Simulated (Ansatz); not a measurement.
This geometry of a periodic cell of 63 atoms, Si62P (host Si, host structure diamond, dopant P, one Si atom removed), cell charge +1 is a first-order saddle point.

Computed with DFT LDA, scalar-relativistic, plane waves, PAW in Ansatz 0.2.0. Settings: PAW set soft_1, cutoff 420 eV, k mesh 1x1x1, fermi-dirac smearing 0.05 eV, no spin polarisation.

```xyz
63
Lattice="10.8600 0.0000 0.0000 0.0000 10.8600 0.0000 0.0000 0.0000 10.8600" Properties=species:S:1:pos:R:3
Si 5.436 -0.021 0.011
Si 6.691 1.426 1.308
Si 8.143 2.703 0.026
Si 9.511 4.069 1.369
P 9.087 -0.683 2.301
Si 9.626 1.120 3.899
Si -0.119 -0.011 0.136
Si 1.355 1.343 1.357
Si 2.716 2.704 -0.038
Si 3.993 4.136 1.338
Si 5.428 5.435 -0.018
Si 6.818 6.792 1.350
Si 8.108 8.076 -0.093
Si 2.716 -0.005 2.724
Si 4.085 1.352 4.067
Si 5.376 2.758 2.690
Si 6.816 4.026 4.051
Si 8.158 5.426 2.720
Si 9.497 6.785 4.106
Si 5.503 -0.027 5.344
Si 6.812 1.336 6.733
Si 8.189 2.540 5.261
Si 9.482 3.971 6.699
Si 8.147 0.000 8.130
Si 9.477 1.328 9.543
Si -0.018 5.466 0.024
Si 1.192 6.953 1.396
Si 2.666 8.158 0.021
Si 4.060 9.495 1.358
Si 0.037 2.709 2.706
Si 1.374 4.084 4.086
Si 2.629 5.525 2.693
Si 4.112 6.774 4.054
Si 5.474 8.166 2.685
Si 6.925 9.504 3.952
Si 0.072 -0.010 5.479
Si 1.367 1.401 6.835
Si 2.736 2.710 5.436
Si 4.084 4.072 6.791
Si 5.459 5.393 5.411
Si 6.752 6.790 6.783
Si 8.148 8.151 5.425
Si 9.514 9.500 6.786
Si 2.698 -0.009 8.160
Si 4.089 1.349 9.486
Si 5.457 2.692 8.111
Si 6.773 4.058 9.496
Si 8.127 5.361 8.063
Si 9.481 6.738 9.446
Si -0.170 8.372 2.833
Si 1.410 9.502 4.140
Si 0.016 5.410 5.442
Si 1.367 6.784 6.804
Si 2.766 8.093 5.436
Si 4.091 9.505 6.768
Si -0.015 2.721 8.180
Si 1.343 4.099 9.529
Si 2.720 5.423 8.153
Si 4.043 6.801 9.526
Si 5.416 8.144 8.157
Si 6.804 9.512 9.505
Si -0.002 8.142 8.153
Si 1.275 9.520 9.572
```

Question: Which two structures does it join? (They come from a converged band through this point; their orientation in space is the band's.)

Answer: The atom that moves furthest is P5, by 2.27 Å; four of its nearest neighbours are Si6 2.30, Si35 2.30, Si2 2.30, Si30 3.79 Å at the first end and Si13 2.30, Si7 2.30, Si50 2.30, Si61 3.79 Å at the last.

Initial state:

```xyz
63
Lattice="10.8600 0.0000 0.0000 0.0000 10.8600 0.0000 0.0000 0.0000 10.8600" Properties=species:S:1:pos:R:3
Si 5.458 -0.011 0.041
Si 6.798 1.341 1.447
Si 8.149 2.681 0.040
Si 9.502 4.073 1.354
P 8.164 -0.024 2.695
Si 9.411 1.341 4.060
Si 0.034 -0.060 -0.037
Si 1.318 1.313 1.369
Si 2.710 2.682 -0.009
Si 4.071 4.067 1.355
Si 5.457 5.428 -0.009
Si 6.825 6.820 1.369
Si 8.198 8.105 -0.037
Si 2.713 -0.004 2.715
Si 4.052 1.366 4.084
Si 5.418 2.722 2.741
Si 6.774 4.088 4.084
Si 8.143 5.425 2.713
Si 9.489 6.818 4.032
Si 5.419 0.022 5.439
Si 6.773 1.366 6.806
Si 8.117 2.721 5.439
Si 9.502 4.067 6.785
Si 8.143 -0.004 8.144
Si 9.488 1.313 9.539
Si 0.015 5.395 -0.018
Si 1.371 6.766 1.320
Si 2.743 8.123 -0.017
Si 4.065 9.497 1.355
Si -0.043 2.682 2.707
Si 1.340 4.052 4.054
Si 2.721 5.417 2.714
Si 4.086 6.800 4.054
Si 5.458 8.183 2.707
Si 6.799 9.588 4.060
Si -0.043 -0.011 5.400
Si 1.339 1.336 6.772
Si 2.699 2.714 5.433
Si 4.070 4.070 6.788
Si 5.425 5.440 5.433
Si 6.802 6.800 6.772
Si 8.150 8.180 5.400
Si 9.502 9.496 6.790
Si 2.721 -0.005 8.136
Si 4.085 1.336 9.518
Si 5.424 2.715 8.159
Si 6.804 4.054 9.518
Si 8.144 5.417 8.135
Si 9.537 6.766 9.485
Si 0.035 8.103 2.662
Si 1.320 9.510 4.032
Si 0.008 5.428 5.401
Si 1.366 6.772 6.762
Si 2.710 8.131 5.401
Si 4.071 9.497 6.785
Si 0.006 2.682 8.148
Si 1.367 4.042 9.490
Si 2.720 5.418 8.137
Si 4.096 6.771 9.490
Si 5.456 8.132 8.148
Si 6.825 9.510 9.538
Si 0.014 8.125 8.114
Si 1.372 9.460 9.485
```

Final state:

Only the atoms that move by more than 0.05 Å are listed.
```
Si2 6.755 1.390 1.404
P5 9.478 -1.333 1.382
Si6 9.456 1.390 4.105
Si7 -0.012 -0.097 0.012
Si13 8.242 8.157 0.012
Si35 6.755 9.549 4.105
Si50 -0.012 8.157 2.618
```

Question: How far does it lie above each of them?

Answer: 1.22 eV above the first and 1.22 eV above the second. This is the barrier of this one path; another mechanism may lie lower. Limits of this set-up: coarse k mesh, PAW files made for another functional, no spin, though dangling bonds at a vacancy may carry it, a typed lattice constant that wasn't relaxed here, charged cell in a uniform background, uncorrected.

Time of the run: 8.8 min on 4 threads of Arm Neoverse V2, on a shared host, peak memory 3.3 GiB.
